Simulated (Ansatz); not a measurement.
A run for Ansatz (a program for electronic structure): R-wB97X-V/def2-TZVPP on H4OSi (SMILES O[SiH3]), a point of a torsion scan.

Ansatz 0.2 input:
```yaml
crystal:
  periodic: [false, false, false]
  atoms:
    - {symbol: O, position_ang: [1.08810377, -0.49503822, -0.25946606]}
    - {symbol: Si, position_ang: [-0.42465753, 0.02514238, 0.02913863]}
    - {symbol: H, position_ang: [1.85714153, 0.01763747, -0.03001529]}
    - {symbol: H, position_ang: [-0.53063044, 1.45711689, -0.25872122]}
    - {symbol: H, position_ang: [-0.76624180, -0.19392312, 1.43604398]}
    - {symbol: H, position_ang: [-1.21216087, -0.80150277, -0.87068293]}
basis:
  gaussian:
    orbitals: def2-TZVPP
hamiltonian:
  xc: {name: wB97X-V}
scf: {lower_state_search: off}
```

### Question
Predict the final total energy.

### Answer
-367.1235 hartree.
